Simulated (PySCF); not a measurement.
Working out the ionisation energy of I⁺

I⁺ [Kr] 4d10 5s2 5p4 (3P) → I²⁺ [Kr] 4d10 5s2 5p3 (4S). Computed with PySCF 2.14 in aug-cc-pVTZ-PP with ECP28MDF (6s5p4d2f, 55 functions), with scalar relativity through the core potential. Frozen: 4s2 4p6 4d10. Energies in hartree (1 hartree = 27.21139 eV):

```
             part   I⁺ (lower)  I²⁺ (upper)
              UHF  -294.311086  -293.662047
MP2 opposite-spin    -0.068541    -0.048365
    MP2 same-spin    -0.019654    -0.017005
```

Task: What does Hartree-Fock give?

Result: (-293.662047) − (-294.311086) = 0.649039 hartree = 17.661 eV.

Task: What do MP2 and SCS-MP2 (6/5 opposite-spin, 1/3 same-spin) give?

Result: The opposite-spin parts differ by 0.549 eV and the same-spin parts by 0.072 eV. MP2: 17.661 + (0.549) + (0.072) = 18.282 eV. SCS-MP2: 17.661 + 1.2 × (0.549) + (0.072)/3 = 18.344 eV.

Measured between the centres of the two terms (NIST): 18.750 eV, so MP2 (valence) is off by -0.468 eV.

What remains against the reference includes basis incompleteness, the frozen core and correlation beyond second order.
